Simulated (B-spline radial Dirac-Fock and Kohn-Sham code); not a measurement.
ΔSCF core binding energies without Breit or QED terms, calculated with an atomic code on a B-spline grid.

A sound run for the Ar³⁺ ion, configuration [Ne] 3s2 3p3: The ground state converged in 9 iterations, with total energy -525.61393 Ha, virial ratio 1.99288 and highest orbital energy -57.06 eV. ΔSCF binding energies: K (1s) 3263.9 eV, L3 (2p3/2) 300.0 eV. Holes are computed only in closed shells, and unreliable hole states are left out.

A second run, with one unsound setting: The ground state converged in 12 iterations, with total energy -616.97705 Ha, virial ratio 1.18395 and highest orbital energy -74.60 eV. ΔSCF binding energies: K (1s) 1907.7 eV, L3 (2p3/2) 333.2 eV. Holes are computed only in closed shells, and unreliable hole states are left out.

```
iter   energy (Ha)        error
   1     -527.29923290  6.00e+00
   2     -541.76008372  5.60e+00
   3     -612.78617342  1.47e+00
   4     -616.62872743  5.23e-01
   5     -616.97085917  6.63e-02
   6     -616.97630689  1.21e-02
   7     -616.97671418  1.36e-02
   8     -616.97704394  1.83e-03
   9     -616.97705308  3.26e-05
  12     -616.97705309  5.75e-08
```

Task: Which fault fits the second run best?
A. functional not served
B. too few quadrature points
C. spline order too low
D. speed of light below Z

Result: D. The input had c_factor = 0.0615: c_factor makes c so small that Zα exceeds 1, so any numbers that come out have no meaning.
